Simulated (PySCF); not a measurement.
C4H5FSi, SMILES F[SiH2]/C=C\C#C. Atoms are numbered in the order given.

```xyz
11

C     -1.0204    -2.6712     0.0000
C      0.0134    -2.0398     0.0000
C      1.2074    -1.2347     0.0000
C      1.1512     0.1088     0.0000
Si    -0.4793     1.0238     0.0000
F     -0.1321     2.6192     0.0000
H     -1.9342    -3.2399     0.0000
H      2.1641    -1.7712     0.0000
H      2.0942     0.6688     0.0000
H     -1.2676     0.7286     1.2244
H     -1.2676     0.7286    -1.2244
```

Geometry optimised at ωB97X-D3(BJ)/def2-SVP. The structure was generated by enumeration; whether it is a known compound was not checked. The values are those of a single conformer.

All values below come from PBE0/pcSseg-1 run with PySCF.

GIAO shieldings, no solvent; atoms alike by connectivity are averaged. δ = σ(ref) − σ: ¹³C against TMS (σ = 186.3 ppm); ²⁹Si against TMS (σ = 352.7 ppm); ¹⁹F against CFCl3 (σ = 167.2 ppm); ¹H against TMS (σ = 31.56 ppm), references at their B3LYP-D3(BJ)/def2-TZVP geometries, non-relativistic.

| nucleus | atoms | count | δ (ppm) |
|---|---|---|---|
| ¹³C | C4 | 1 | 152.0 |
| ¹³C | C3 | 1 | 137.8 |
| ¹³C | C1 | 1 | 96.1 |
| ¹³C | C2 | 1 | 85.6 |
| ²⁹Si | Si5 | 1 | -5.7 |
| ¹⁹F | F6 | 1 | -231.4 |
| ¹H | H9 | 1 | 6.88 |
| ¹H | H8 | 1 | 6.66 |
| ¹H | H10, H11 | 2 | 5.73 |
| ¹H | H7 | 1 | 3.72 |
